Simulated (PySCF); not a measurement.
Compound: cyclo-(H2GeO)4.
Bonds: Ge1–O4, Ge1–O16, O4–Ge5, Ge5–O8, O8–Ge9, Ge9–O12, O12–Ge13, Ge13–O16. Hydrogens: H2, H3 on Ge1; H6, H7 on Ge5; H10, H11 on Ge9; H14, H15 on Ge13.

Computed with PBE0-D3(BJ)/def2-SVP geometry optimisation, gas phase in PySCF.

Give the optimised bond lengths and angles.

```tsv
bond	length (bohr)
Ge1–H2 and 7 like bonds	2.900
Ge1–O4 and 7 like bonds	3.341
```

Bonds in one row agree within 0.02 bohr and their mean is given. A selection of angles:
```tsv
angle	degrees
H2–Ge1–H3	115.5
H2–Ge1–O4	107.1
H3–Ge1–O4	108.6
O4–Ge1–O16	110.2
Ge1–O4–Ge5	137.3
Ge5–O8–Ge9	139.7
Ge1–O16–Ge13	135.7
```

Torsions: O16–Ge1–O4–Ge5 -43° (synclinal); O4–Ge1–O16–Ge13 43° (synclinal); Ge1–O4–Ge5–O8 -36° (synclinal); O4–Ge5–O8–Ge9 36° (synclinal); Ge5–O8–Ge9–O12 39° (synclinal); O8–Ge9–O12–Ge13 -31° (synclinal); Ge9–O12–Ge13–O16 -48° (synclinal); O12–Ge13–O16–Ge1 40° (synclinal).

O4 (oxygen bonded to 2 Ge) is bent (angle 137.3°). Ge1 (germanium bonded to 2 O and 2 H) is distorted tetrahedral (angles from 106.9° to 115.5°). All 8 Ge–O bonds measure 1.767 to 1.769 Å.

Point group: near D2d, missed by 0.20 Å at most; the miss may be what the optimiser left on a soft mode (C2 holds within 0.08 Å). PBE0-D3(BJ)/def2-SVP frequencies: not computed here. One conformer, not necessarily the lowest.
